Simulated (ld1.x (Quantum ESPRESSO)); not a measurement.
## boron ultrasoft: all-electron and pseudo phase curves

boron (B), ultrasoft, made with ld1.x (Quantum ESPRESSO) 7.5 (PBE, scalar-relativistic). Core [He], reference 2s1.5 2p0 (charge +1.5). Waves: 2s (bound): rcut 1.25, rcutus 1.35 bohr; 2s channel at 3.15 Ry: rcut 1.25, rcutus 1.35 bohr; 2p (bound, empty): rcut 1.75, rcutus 2.00 bohr; 2p channel at 1.15 Ry: rcut 1.75, rcutus 2.00 bohr; 3d channel at 0.1 Ry: rc 1.60 bohr. Local part: the d channel. Core correction: none. Augmentation charge: PSQ, inside the norm-conserving radii.

The phase is arctan(r·u′/u) with u = r·R(r), unwrapped; energies in Ry, scanned from -4 to 5 Ry. A pole is an energy at which the radial function vanishes at the test radius. The pseudo phase is shifted by a multiple of π to meet the all-electron one at the reference energy, and phase errors are pseudo minus all-electron; the curves can meet again beyond the range given. Levels narrower than the energy grid can be missing from the lists of poles.

Q: For each channel, where are the poles, and over which energies does the pseudopotential scatter like the atom?

A:

```json
{"channel": "s", "radius (bohr)": "2.19", "reference energy (Ry)": "-1.87", "poles, all-electron": "-0.79", "poles, pseudo": "-0.79", "unbroken range about the reference energy with phases within 0.05 rad": "the whole range", "phase error 1 Ry above the reference energy (rad)": "-0.000"}
{"channel": "p", "radius (bohr)": "2.19", "reference energy (Ry)": "-1.42", "poles, all-electron": "-0.54", "poles, pseudo": "-0.56, 3.82", "unbroken range about the reference energy with phases within 0.05 rad": "below 1.9", "phase error 1 Ry above the reference energy (rad)": "-0.004"}
{"channel": "d", "radius (bohr)": "2.19", "reference energy (Ry)": "0.10", "poles, all-electron": "3.29", "poles, pseudo": "3.29", "unbroken range about the reference energy with phases within 0.05 rad": "the whole range", "phase error 1 Ry above the reference energy (rad)": "+0.000"}
```

Phases in the s channel:

| E (Ry) | all-electron | pseudo |
| --- | --- | --- |
| -4.00 | 1.219 | 1.219 |
| -3.76 | 1.188 | 1.188 |
| -3.52 | 1.148 | 1.147 |
| -3.28 | 1.092 | 1.092 |
| -3.04 | 1.010 | 1.010 |
| -2.80 | 0.879 | 0.879 |
| -2.56 | 0.644 | 0.644 |
| -2.32 | 0.186 | 0.186 |
| -2.08 | -0.493 | -0.493 |
| -1.84 | -0.993 | -0.993 |
| -1.60 | -1.253 | -1.253 |
| -1.36 | -1.397 | -1.397 |
| -1.12 | -1.488 | -1.488 |
| -0.88 | -1.552 | -1.552 |
| -0.64 | -1.600 | -1.600 |
| -0.40 | -1.640 | -1.640 |
| -0.16 | -1.675 | -1.675 |
| 0.08 | -1.708 | -1.708 |
| 0.32 | -1.740 | -1.740 |
| 0.56 | -1.772 | -1.772 |
| 0.80 | -1.807 | -1.807 |
| 1.04 | -1.846 | -1.846 |
| 1.28 | -1.891 | -1.891 |
| 1.52 | -1.946 | -1.946 |
| 1.76 | -2.017 | -2.017 |
| 2.00 | -2.111 | -2.111 |
| 2.24 | -2.245 | -2.245 |
| 2.48 | -2.444 | -2.444 |
| 2.72 | -2.743 | -2.743 |
| 2.96 | -3.148 | -3.148 |
| 3.20 | -3.564 | -3.564 |
| 3.44 | -3.882 | -3.882 |
| 3.68 | -4.095 | -4.095 |
| 3.92 | -4.236 | -4.236 |
| 4.16 | -4.333 | -4.334 |
| 4.40 | -4.404 | -4.404 |
| 4.64 | -4.458 | -4.458 |
| 4.88 | -4.500 | -4.500 |
